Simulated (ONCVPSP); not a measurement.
# u(r) = r·R(r): atom against pseudo-atom (F (Z = 9))

Columns: radius, all-electron u(r) and pseudo u(r) of the 2s shell (level -38.12 eV) of fluorine in the configuration [He] 2s2 2p4.5; PBE, non-relativistic, ONCV scheme, ONCVPSP 4.0.1.

| r (bohr) | all-electron | pseudo |
| --- | --- | --- |
| 0.057 | -0.4108 | 0.0583 |
| 0.115 | -0.4384 | 0.1261 |
| 0.172 | -0.2846 | 0.2052 |
| 0.230 | -0.0571 | 0.2981 |
| 0.288 | 0.1818 | 0.4018 |
| 0.345 | 0.3985 | 0.5130 |
| 0.402 | 0.5843 | 0.6305 |
| 0.460 | 0.7378 | 0.7491 |
| 0.518 | 0.8552 | 0.8550 |
| 0.575 | 0.9384 | 0.9370 |
| 0.632 | 0.9938 | 0.9933 |
| 0.690 | 1.0258 | 1.0257 |
| 0.747 | 1.0376 | 1.0376 |
| 0.805 | 1.0336 | 1.0336 |
| 0.862 | 1.0173 | 1.0173 |
| 0.920 | 0.9911 | 0.9911 |
| 0.977 | 0.9584 | 0.9584 |
| 1.035 | 0.9200 | 0.9200 |
| 1.092 | 0.8788 | 0.8788 |
| 1.150 | 0.8348 | 0.8348 |
| 1.208 | 0.7898 | 0.7898 |
| 1.265 | 0.7453 | 0.7453 |
| 1.322 | 0.7012 | 0.7012 |
| 1.380 | 0.6573 | 0.6573 |
| 1.438 | 0.6147 | 0.6147 |
| 1.495 | 0.5744 | 0.5744 |

(1) How many radial nodes do the two functions have?

(2) At about which radius was the pseudo-wave matched?

(3) Where does each function peak?

(4) Is the pseudo-wave norm-conserving?

Results:

(1) The all-electron 2s function has n − l − 1 = 1; the pseudo-wave has 0, since the states of the same l below it are removed with the core.

(2) 0.80 bohr. The columns agree to 0.0005 from 0.69 bohr on; several derivatives are matched, so the curves merge somewhat inside the radius.

(3) Outermost all-electron maximum near 0.75 bohr, pseudo maximum near 0.75 bohr (to the table’s step).

(4) Yes: the ONCV scheme keeps the norm inside the radius equal to the all-electron one, which fixes the energy derivative of the logarithmic derivative at the level.
